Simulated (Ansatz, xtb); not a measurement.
Relaxing a trial structure of AlClF2GeH

The starting geometry of this gas-phase doublet was built from a drawn formula by distance geometry and a force field; its bonds are those of `[F][GeH]([F])[Al][Cl]`.

```xyz
6

Al    0.4522   -1.0127   -0.0596
Cl   -0.3969   -2.9818    0.5701
F    -0.0084    0.9481    2.7575
F     2.5756   -0.2699    2.5510
Ge    1.3104    0.5221    1.6443
H     1.8402    1.7658    0.9847
```

Predict what becomes of its bonds when it is optimised with r2SCAN-D4/def2-SVP.

It keeps its bonds, and is `[F][GeH]([F])[Al][Cl]`.

The energy falls by 0.25 eV over 9 steps:

| step | E − E(last) (eV) |
| --- | --- |
| 1 | 0.249 |
| 2 | 0.096 |
| 3 | 0.037 |
| 4 | 0.017 |
| 5 | 0.003 |
| 6 | 0.001 |
| 7 | 0.000 |
| 8 | 0.000 |
| 9 | 0.000 |

Final geometry (Å):

```
atom    x (Å)    y (Å)    z (Å)
  Al   0.3774  -1.1172  -0.1699
  Cl  -0.3362  -2.8984   0.7195
   F   0.0150   0.8760   2.6777
   F   2.5052  -0.3011   2.4973
  Ge   1.2961   0.5232   1.5436
   H   1.9158   1.8892   1.1799
```

From the same start GFN2-xTB ends elsewhere, differing in Al1–F3 (1.65 against 3.49 Å here), Al1–F4 (1.73 against 3.51 Å here), F3–Ge5 (3.60 against 1.75 Å here), F4–Ge5 (2.33 against 1.75 Å here).

The end wasn't checked by frequencies. Open shells are spin-unrestricted. Run with Ansatz 0.2.0, 62 s on 2 threads of Intel(R) Xeon(R) Platinum 8259CL CPU @ 2.50GHz (Skylake/Cascade Lake) (shared host).
